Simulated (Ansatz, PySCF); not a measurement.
Ways to break one bond of [SiH3]Cl [chlorosilane]:

A. [SiH3]Cl → [SiH2]Cl + H atom
B. [SiH3]Cl [chlorosilane] → [SiH3] (SiH3) + Cl atom

Quantity: bond dissociation energy (enthalpy at 298 K, with B3LYP-D3(BJ) rigid-rotor harmonic-oscillator terms from PySCF), kcal/mol. Each molecule is optimised on its own at B3LYP-D3(BJ)/def2-TZVP (Ansatz, a first-principles code). Valence correlation only, unless marked. UHF or UKS for open shells. No spin-orbit coupling. Non-relativistic. Basis-set limits of correlation are two-point, X^-3; Hartree-Fock from the larger set.

```tsv
	MP2/6-31G* (Ansatz)	MP2/aug-cc-pV(T+d)Z (Ansatz)	CCSD/STO-3G (Ansatz)	CCSD(T)/CBS(def2-TZVPPD,def2-QZVPPD) (Ansatz)
A	80.1	88.8	107.9	(withheld)
B	99.8	111.3	105.3	(withheld)
```

### Question
Fill in the missing entries.

### Answer

- A, CCSD(T)/CBS(def2-TZVPPD,def2-QZVPPD) (Ansatz): 92.3
- B, CCSD(T)/CBS(def2-TZVPPD,def2-QZVPPD) (Ansatz): 110.3
